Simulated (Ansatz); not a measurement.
The first iterations of a band of BrH + ClGaH4N2 (10 atoms, charge 0, multiplicity 1).

These are results of Ansatz, RKS PBE-D4/def2-SVP, not measurements.

```
movable images  : 9
climbing image  : yes
spring          : 20.0 eV/Å²
optimiser       : quadratic models (default)
start path      : through a guess of the saddle point
force threshold : 0.05 eV/Å
iteration limit : 60
end points      : relaxed
```

Initial state:

```xyz
10
Properties=species:S:1:pos:R:3
Ga 0.009 -0.094 -0.182
Cl 0.016 -0.619 1.973
N 1.644 -0.203 -0.995
H 2.446 -0.038 -0.379
H 1.769 0.337 -1.857
N -1.647 -0.149 -0.949
H -2.440 0.011 -0.321
H -1.793 0.364 -1.823
Br 0.111 2.859 1.285
H 0.075 1.573 1.995
```

Final state:

```xyz
10
Properties=species:S:1:pos:R:3
Ga 0.019 0.694 -0.509
Cl 0.041 -0.202 2.462
N 1.644 0.129 -1.134
H 1.761 -0.875 -1.304
H 2.460 0.484 -0.628
N -1.637 0.178 -1.092
H -1.792 -0.823 -1.247
H -2.428 0.565 -0.568
Br 0.066 2.793 0.572
H 0.057 1.097 2.195
```

| iteration | highest image above the first end (eV) | largest band force component (eV/Å) |
| --- | --- | --- |
| 1 | 3.660 | 24.046 |
| 2 | 0.645 | 1.545 |
| 3 | 0.484 | 1.221 |
| 4 | 0.273 | 0.965 |
| 5 | 0.200 | 0.521 |
| 6 | 0.175 | 2.054 |
| 7 | 0.158 | 0.230 |

Does the band converge within its limit, and where does its top end?

It converged. It ended after 22 iterations with the highest image 0.097 eV above the first end. Beside the main top the profile has a ripple of under 15 meV (maxima at images 2, 5, 8), which may be a very shallow well or noise. Another band between the same ends (9 images) ends at a top of the same energy, where a vibrational analysis finds 1 clearly imaginary mode. The orbitals stay closed-shell, which can raise the energy where a bond breaks towards radicals; this wasn't checked here.

Time of the run: 5.1 min on 4 threads of Intel(R) Xeon(R) Platinum 8259CL CPU @ 2.50GHz (Skylake/Cascade Lake), with other jobs on the host, peak memory 0.26 GiB.
